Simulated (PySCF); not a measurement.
PySCF input for disulfane (H2S2), SMILES SS, PBE0/pcJ-1. Geometry: B3LYP-D3(BJ)/def2-TZVP.

```python
import numpy as np
from pyscf import gto, scf, dft
from pyscf.prop.ssc import rks as ssc

mol = gto.M(
    atom='''
    S     1.03374188    0.06754653    0.05524674
    S    -1.03374188   -0.06754653    0.05524675
    H     1.29462598   -0.86296037   -0.88394790
    H    -1.29462599    0.86296025   -0.88394802
    ''',
    basis='pcJ-1',
    charge=0,
    spin=0,
    max_memory=1600,
    verbose=3,
)
mf = dft.RKS(mol, xc='pbe0')
mf.grids.level = 3
mf.conv_tol = 1e-10
mf.max_cycle = 100
mf.kernel()
j = ssc.SSC(mf)
j.with_fcsd = True
j.max_cycle_cphf = 80
j.conv_tol = 1e-7
e11 = j.kernel()
```

Output:

```
converged SCF energy = -792.133407555641
Reduced spin-spin coupling constant K (Hz)
               #0        #1        #2        #3
        0 S    0.00000
        1 S  -14.68955   0.00000
        2 H    4.20439   1.12513   0.00000
        3 H    1.12505   4.20449  -0.06386   0.00000
Spin-spin coupling constant J (Hz)
               #0        #1        #2        #3
        0 S    0.00000
        1 S   -2.70618   0.00000
        2 H   10.07985   2.69745   0.00000
        3 H    2.69727  10.08009  -1.99245   0.00000
```

The calculation finished and met its thresholds.
